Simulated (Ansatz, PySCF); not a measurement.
The pair A = C2H6 (SMILES CC) (first 8 atoms), B = C3H6 (SMILES C=CC); geometry from B3LYP-D3(BJ)/def2-TZVP.
(charge 0, multiplicity 1):
| atom | x (Å) | y (Å) | z (Å) |
|---|---|---|---|
| C | 0.4768 | -0.5425 | 0.4855 |
| C | -0.5338 | 0.5985 | 0.5413 |
| H | 0.2421 | -1.2415 | -0.3199 |
| H | 0.4822 | -1.1043 | 1.4206 |
| H | 1.4886 | -0.1697 | 0.3124 |
| H | -0.5574 | 1.1564 | -0.3971 |
| H | -0.2915 | 1.3023 | 1.3393 |
| H | -1.5411 | 0.2241 | 0.7320 |
| C | -1.2721 | -0.3660 | 4.1366 |
| C | 0.0473 | -0.4623 | 4.2356 |
| C | 1.0081 | 0.6721 | 4.0771 |
| H | -1.7566 | 0.5810 | 3.9267 |
| H | -1.9153 | -1.2279 | 4.2585 |
| H | 0.4874 | -1.4343 | 4.4437 |
| H | 1.6956 | 0.4884 | 3.2463 |
| H | 0.4881 | 1.6122 | 3.8889 |
| H | 1.6232 | 0.7936 | 4.9732 |

Cores are frozen in the correlated methods. MP2 and its Hartree–Fock in aug-cc-pVTZ are density fitted. Rows in 6-31G* carry no dispersion term and start afresh at each structure (6-31G* with six Cartesian d functions).

Run with Ansatz (an electronic-structure program) with Gaussian orbitals; PySCF for 6-31G* rows. Each number belongs to the level named beside it.

Total energies (hartree), monomers frozen at their geometry in the pair:

```tsv
structure	HF/6-31G*	B3LYP/def2-TZVPPD	MP2/aug-cc-pVTZ
AB	-196.2986160	-197.8252739	-197.2725204
A in the pair's basis	-79.2287501	-79.8663572	-79.6355496
B in the pair's basis	-117.0720597	-117.9604000	-117.6342214
A	-79.2285967	-79.8663215	-79.6352240
B	-117.0711444	-117.9603101	-117.6336790
```

Problem. Work out the interaction energy without and with the counterpoise correction, and the superposition error, for each level.

Solution. 
E(AB) − E(A) − E(B), times 627.509 kcal/mol, with the monomers in their own basis and then in the pair's basis:
- HF/6-31G*: 0.71 uncorrected, 1.38 corrected; the monomers gain 0.67 kcal/mol from borrowed functions
- B3LYP/def2-TZVPPD: 0.85 uncorrected, 0.93 corrected; the monomers gain 0.08 kcal/mol from borrowed functions
- MP2/aug-cc-pVTZ: -2.27 uncorrected, -1.73 corrected; the monomers gain 0.54 kcal/mol from borrowed functions
